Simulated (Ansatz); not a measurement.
Ansatz (a first-principles code) input (CCSD(T)/cc-pVDZ):

Ansatz 0.2 input:
```yaml
crystal:
  periodic: [false, false, false]
  atoms:
    - {symbol: C, position_ang: [-1.50511922, -1.16182262, -0.60711457]}
    - {symbol: C, position_ang: [-1.05385231, 0.29549713, -0.39746207]}
    - {symbol: C, position_ang: [-2.26096424, 1.24245170, -0.46536471]}
    - {symbol: C, position_ang: [-0.31192031, 0.45872415, 0.88690108]}
    - {symbol: C, position_ang: [1.17387770, 0.61369362, 0.93121095]}
    - {symbol: C, position_ang: [1.88620200, -0.64841742, 0.50936256]}
    - {symbol: C, position_ang: [2.61184473, -0.77819012, -0.59405606]}
    - {symbol: H, position_ang: [-0.65050090, -1.83839045, -0.61166972]}
    - {symbol: H, position_ang: [-2.03508040, -1.27016876, -1.55689935]}
    - {symbol: H, position_ang: [-2.18129826, -1.47219567, 0.19335017]}
    - {symbol: H, position_ang: [-0.37257086, 0.54927699, -1.21722643]}
    - {symbol: H, position_ang: [-2.96337346, 1.02674982, 0.34386075]}
    - {symbol: H, position_ang: [-1.95192890, 2.28454016, -0.37109740]}
    - {symbol: H, position_ang: [-2.79467310, 1.12683054, -1.41158712]}
    - {symbol: H, position_ang: [-0.86033761, 0.31827014, 1.81266362]}
    - {symbol: H, position_ang: [1.48813928, 1.42590519, 0.26407860]}
    - {symbol: H, position_ang: [1.48902620, 0.88569388, 1.94259588]}
    - {symbol: H, position_ang: [1.74539540, -1.50639221, 1.16101318]}
    - {symbol: H, position_ang: [2.76520113, 0.05509250, -1.27085017]}
    - {symbol: H, position_ang: [3.08159129, -1.71683076, -0.85909487]}
basis:
  gaussian:
    orbitals: cc-pVDZ
magnetization: {spin_polarized: true, initial_magnetization: 1}
correlation: {method: ccsd_t, electrons: outside_noble_gas}
```

End of the output:

```
integrals: 0.82 GiB planned
1477 factors; integrals over basis functions are off by at most 1.1e-3 eV
0.68 GiB of device memory are held for the factors and their scratch space
mean field: 1.36 GiB planned
mean field evaluation 1: about -7412.8070 eV, gradient 2.6e1 eV
mean field evaluation 2: about -7413.1180 eV, gradient 2.6e1 eV
mean field evaluation 4: about -7417.7813 eV, gradient 3.2e0 eV
mean field evaluation 8: about -7417.8795 eV, gradient 1.7e-1 eV
mean field evaluation 16: about -7416.9703 eV, gradient 8.8e0 eV
mean field evaluation 32: about -7417.8799 eV, gradient 4.8e-2 eV
mean field -7417.88006192 eV, -272.6020642557 hartree, gradient 2.5e-6 eV, S^2 0.764721; 2 other end points of the search recorded, 0 dependent functions left out
7 core orbitals not correlated
reference -7417.88006192 eV, -272.6020642557 hartree; 21, 20 occupied and 135, 136 virtual orbitals, 1477 factors
second order -26.09711266 eV of doubles, -0.00000000 eV of singles
coupled cluster: 6.01 GiB planned
cycle   1  -27.71914642 eV  change    -1.6e0 eV  update   1.1e-1
cycle   2  -28.48016990 eV  change   -7.6e-1 eV  update   3.4e-2
cycle   3  -28.61144940 eV  change   -1.3e-1 eV  update   1.4e-2
cycle   4  -28.61418048 eV  change   -2.7e-3 eV  update   4.9e-3
cycle   5  -28.61425150 eV  change   -7.1e-5 eV  update   2.1e-3
cycle   6  -28.61400716 eV  change    2.4e-4 eV  update   8.2e-4
cycle   7  -28.61390608 eV  change    1.0e-4 eV  update   3.5e-4
cycle   8  -28.61396463 eV  change   -5.9e-5 eV  update   1.7e-4
cycle   9  -28.61394373 eV  change    2.1e-5 eV  update   6.5e-5
cycle  10  -28.61392107 eV  change    2.3e-5 eV  update   3.0e-5
perturbative correction -0.92414127 eV, -0.0339615654 hartree
Total energy: -7447.41812426 eV, -273.6875680253 hartree
```

It need not be the lowest isomer of its formula.
